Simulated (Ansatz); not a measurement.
Ideal-gas functions of `[F][InH][Cl]` at 600 K and 1 bar, from an Ansatz frequency run at PBE0-D4/def2-TZVP.

Molar mass 170.28 g/mol, point group Cs (symmetry number 1), electronic degeneracy 1, moments of inertia 49.039, 179.518, 228.556 u Å². Harmonic wavenumbers (cm⁻¹, unscaled): 128, 366, 392, 437, 604, 1923.

Use S(trans) = R[1.5 ln M + 2.5 ln T − 1.1517]; rotational temperatures θ = 24.2544 K / I; S(rot) = R[ln(√π/σ · √(T³/θAθBθC)) + 1.5]; for each mode x = 1.438777 ν̃/T, S = R[x/(eˣ − 1) − ln(1 − e⁻ˣ)] and H = RT x/(eˣ − 1); 1 cm⁻¹ = 0.0119627 kJ/mol; R = 8.31446 J/(mol·K).

Q: By hand: the entropy, in J/(mol·K).

A: Translation 187.5. Rotation: θ = 0.4946, 0.1351, 0.1061 K, giving 117.6. Vibration, mode by mode: 18.17, 9.66, 9.13, 8.30, 5.93, 0.47, in all 51.6. Electronic 0.0. Sum 356.7 J/(mol·K).

Q: By hand: H − E and G − E in kJ/mol, counted from the electronic energy.

A: Zero-point energy ½ × 3850 × 0.0119627 = 23.0; thermal vibration 15.7; translation, rotation and pV give 4 RT = 20.0. H − E = 58.7 kJ/mol, and G − E = 58.7 − 600 × 356.7/1000 = -155.3 kJ/mol.

Vibration gives 14 % of the entropy, 18.2 J/(mol·K) of it from the mode under 150 cm⁻¹: soft modes count most, and the harmonic formula is weakest for them.
